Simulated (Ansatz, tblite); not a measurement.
Forces on the cluster Li₄H₄ at its r2SCAN-D4/def2-TZVP geometry. Total charge 0; singlet.

The xTB rows come from tblite. Another isomer (singlet) lies 0.46 eV lower at PBE0-D4/def2-TZVP; other spin states weren't run for this one.

GFN1-xTB (tblite), largest force 0.30 eV/Å:

```xyz
8
positions Å, forces eV/Å
Li    1.269   -1.627    0.554   -0.182    0.231   -0.078
Li   -1.266    1.628   -0.554    0.178   -0.233    0.079
Li    0.194   -0.549   -2.055   -0.028    0.077    0.292
Li   -0.192    0.551    2.056    0.026   -0.079   -0.293
H     0.813   -0.815    1.974   -0.017    0.019   -0.045
H    -0.815    0.815   -1.975    0.020   -0.018    0.046
H     1.105   -1.648   -1.136   -0.025    0.038    0.025
H    -1.109    1.645    1.136    0.027   -0.036   -0.026
```

GFN2-xTB (tblite), largest force 0.52 eV/Å:

```
Li -0.208 0.264 -0.090
Li 0.204 -0.266 0.090
Li -0.033 0.089 0.334
Li 0.029 -0.091 -0.334
H -0.183 0.186 -0.448
H 0.187 -0.184 0.449
H -0.250 0.375 0.258
H 0.254 -0.372 -0.258
```

PBE-D4/def2-TZVP (Ansatz), largest force 0.06 eV/Å:

```
Li -0.037 0.043 -0.013
Li 0.029 -0.046 0.015
Li -0.007 0.013 0.055
Li 0.002 -0.017 -0.056
H 0.004 0.000 0.003
H 0.002 0.003 -0.003
H 0.004 -0.001 -0.003
H 0.003 0.005 0.002
```
